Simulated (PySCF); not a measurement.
**Relaxation of singlet MgI₂**

All numbers come from PBE0 in PySCF with Mg def2-TZVP, I def2-TZVP with ECP28; scalar-relativistic core potentials, no spin–orbit coupling; density-fitted integrals. A (50,194) grid was used.

A hand-made bent start, of C2v symmetry, held to at least that symmetry:

```xyz
3
charge 0 multiplicity 1, angstrom
Mg    0.0000    0.0000   -1.4254
I     2.2281    0.0000    0.1347
I    -2.2281    0.0000    0.1347
```

Problem. What forces act on the atoms at the start (eV/Å)?

Solution. 
```tsv
atom	Fx	Fy	Fz
Mg1	0.00	0.00	1.94
I2	-0.63	0.00	-0.97
I3	0.63	0.00	-0.97
```

Problem. What does it relax to?

Solution. It ends at D∞h with Mg–I 2.530 Å (×2); I–Mg–I 180.0°. A frequency run shows a minimum.

Problem. How much energy is released, and in how many steps?

Solution. 87.0 kJ/mol in 9 steps.
